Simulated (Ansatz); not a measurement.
Geometry optimisation, Ansatz 0.2.0, UKS PBE/def2-SVP.

input.yaml

```yaml
crystal:
  periodic: [false, false, false]
  atoms:
    - { symbol: Ta, position_ang: [0.0, 0.0, 0.0] }
    - { symbol: Cl, position_ang: [2.72, 0.0, 0.0] }
    - { symbol: F, position_ang: [0.0, 0.0, 1.93] }
    - { symbol: F, position_ang: [0.0, 0.0, -1.93] }
    - { symbol: F, position_ang: [-0.965, 1.6714, 0.0] }
    - { symbol: F, position_ang: [-0.965, -1.6714, 0.0] }
    - { symbol: Si, position_ang: [5.15, 0.0, 0.0] }
    - { symbol: H, position_ang: [5.6374, -1.3229, 0.3795] }
    - { symbol: H, position_ang: [5.6374, 0.3328, -1.3354] }
    - { symbol: H, position_ang: [5.6374, 0.9901, 0.9559] }
magnetization:
  spin_polarized: true
  initial_magnetization: 1
basis:
  gaussian: { orbitals: def2-SVP }
hamiltonian:
  xc: pbe
relax:
  f_tol: 0.15
  max_steps: 25
  restrain:
    - { distance: [1, 6], at: 2.13, k: 30.0 }
    - { distance: [0, 1], at: 3.67, k: 30.0 }
output:
  orbitals: {}
```

Command:

```bash
$ ansatz run input.yaml --threads 4 --pin off --max-ram 5120MiB --backend cpu --events-out ev --progress --plain --runs-dir out
```

**Question.** Where does it end, and by what steps?

**Answer.** It converged. The restraints hold the end off the free minimum; the threshold counts their pulls, which the force column leaves out. Restrained pairs: Cl2–Si7 (2.43 → 2.12 Å), Ta1–Cl2 (2.72 → 3.67 Å). After 4 steps the energy has fallen by 0.802 eV (the restraints' own energy left out); Ta1 moved furthest, 0.52 Å.

| step | energy less start (eV) | largest force component (eV/Å) | accepted |
| --- | --- | --- | --- |
| 0 | 0.0000 | 2.173 | yes |
| 1 | -0.4037 | 0.922 | yes |
| 2 | -0.5825 | 1.365 | yes |
| 3 | -0.7822 | 0.468 | yes |
| 4 | -0.8016 | 0.443 | yes |

```xyz
10
Properties=species:S:1:pos:R:3
Ta -0.525 0.000 0.000
Cl 3.147 0.000 0.000
F 0.064 0.000 1.791
F 0.064 0.000 -1.791
F -1.164 1.771 0.000
F -1.165 -1.771 0.000
Si 5.265 0.000 0.000
H 5.722 -1.371 0.393
H 5.723 0.345 -1.384
H 5.722 1.026 0.991
```

Run time: 21 s on 4 threads of Arm Neoverse V2, with other jobs on the host, peak memory 0.27 GiB.
